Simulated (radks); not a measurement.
Trend from Rb3+ to Xe3+: ionisation energy by Delta-SCF between NIST ground configurations, and size. Method: non-relativistic Kohn-Sham, PBE, spin-polarised, spherical densities, point nucleus; open shells are filled with parallel spins first (spin-orbit coupling, left out, can overturn this in heavy ions); computed with a radial shooting solver on a logarithmic mesh with Libxc functionals.

[
 {"species": "Rb3+", "configuration": "[Ar] 3d10 4s2 4p4", "IE (eV)": "51.609", "NIST (eV)": "52.2", "kind": "semi-emp.", "outermost": "4p", "<r> outermost (bohr)": "1.59"},
 {"species": "Sr3+", "configuration": "[Ar] 3d10 4s2 4p5", "IE (eV)": "56.203", "NIST (eV)": "56.280", "kind": "semi-emp.", "outermost": "4p", "<r> outermost (bohr)": "1.50"},
 {"species": "Zr3+", "configuration": "[Kr] 4d1", "IE (eV)": "34.887", "NIST (eV)": "34.418", "kind": "exp.", "outermost": "4d", "<r> outermost (bohr)": "1.81"},
 {"species": "Nb3+", "configuration": "[Kr] 4d2", "IE (eV)": "37.976", "NIST (eV)": "37.61", "kind": "exp.", "outermost": "4d", "<r> outermost (bohr)": "1.69"},
 {"species": "Mo3+", "configuration": "[Kr] 4d3", "IE (eV)": "40.923", "NIST (eV)": "40.3", "kind": "semi-emp.", "outermost": "4d", "<r> outermost (bohr)": "1.59"},
 {"species": "Tc3+", "configuration": "[Kr] 4d4", "IE (eV)": "43.770", "NIST (eV)": "41", "kind": "theory", "outermost": "4d", "<r> outermost (bohr)": "1.50"},
 {"species": "Ru3+", "configuration": "[Kr] 4d5", "IE (eV)": "46.542", "NIST (eV)": "45", "kind": "theory", "outermost": "4d", "<r> outermost (bohr)": "1.42"},
 {"species": "Rh3+", "configuration": "[Kr] 4d6", "IE (eV)": "45.160", "NIST (eV)": "42", "kind": "theory", "outermost": "4d", "<r> outermost (bohr)": "1.37"},
 {"species": "Pd3+", "configuration": "[Kr] 4d7", "IE (eV)": "48.217", "NIST (eV)": "46", "kind": "theory", "outermost": "4d", "<r> outermost (bohr)": "1.30"},
 {"species": "Ag3+", "configuration": "[Kr] 4d8", "IE (eV)": "51.163", "NIST (eV)": "49", "kind": "theory", "outermost": "4d", "<r> outermost (bohr)": "1.24"},
 {"species": "Cd3+", "configuration": "[Kr] 4d9", "IE (eV)": "54.029", "NIST (eV)": "51", "kind": "theory", "outermost": "4d", "<r> outermost (bohr)": "1.19"},
 {"species": "In3+", "configuration": "[Kr] 4d10", "IE (eV)": "56.833", "NIST (eV)": "55.45", "kind": "exp.", "outermost": "4d", "<r> outermost (bohr)": "1.14"},
 {"species": "Sn3+", "configuration": "[Kr] 4d10 5s1", "IE (eV)": "39.840", "NIST (eV)": "40.74", "kind": "exp.", "outermost": "5s", "<r> outermost (bohr)": "2.19"},
 {"species": "Sb3+", "configuration": "[Kr] 4d10 5s2", "IE (eV)": "42.377", "NIST (eV)": "43.80", "kind": "exp.", "outermost": "5s", "<r> outermost (bohr)": "2.09"},
 {"species": "Te3+", "configuration": "[Kr] 4d10 5s2 5p1", "IE (eV)": "36.545", "NIST (eV)": "37.416", "kind": "exp.", "outermost": "5p", "<r> outermost (bohr)": "2.25"},
 {"species": "I3+", "configuration": "[Kr] 4d10 5s2 5p2", "IE (eV)": "39.913", "NIST (eV)": "40.36", "kind": "exp.", "outermost": "5p", "<r> outermost (bohr)": "2.13"},
 {"species": "Xe3+", "configuration": "[Kr] 4d10 5s2 5p3", "IE (eV)": "43.114", "NIST (eV)": "42.2", "kind": "exp.", "outermost": "5p", "<r> outermost (bohr)": "2.02"}
]

Reference values: NIST Atomic Spectra Database (exp. = measured, semi-emp. = semi-empirical, theory = theoretical value adopted there). Relativity is left out here, which matters for elements this heavy. Open shells are spherical and high-spin; term and fine-structure splittings are not resolved.
